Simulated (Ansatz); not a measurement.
Cartesian coordinates in Å:
```
O -1.526 0.079 -1.730
C -0.572 0.498 -0.823
O -0.170 -0.577 -0.013
Si 1.040 -0.496 1.099
H -2.290 -0.240 -1.239
H -0.951 1.307 -0.179
H 0.269 0.871 -1.417
H 1.139 -1.842 1.706
H 2.327 -0.119 0.452
H 0.733 0.519 2.145
```

The species carries charge 0 and has multiplicity 1.

Q: List the CAM-B3LYP/def2-TZVPP orbital energies in eV (the Gaussian-basis code of Ansatz). (An estimate is asked.)

A: Computed: Occupied: -1801.48, -522.81, -522.66, -281.77, -145.99, -101.35, -101.30, -101.29, -31.43, -29.48, -20.77, -17.57, -16.57, -15.10, -14.77, -12.72, -11.98, -11.41, -10.75, -10.41, -9.67. Lowest empty: 1.17, 2.02, 2.44, 2.70, 2.71, 3.46, 4.00, 5.03.
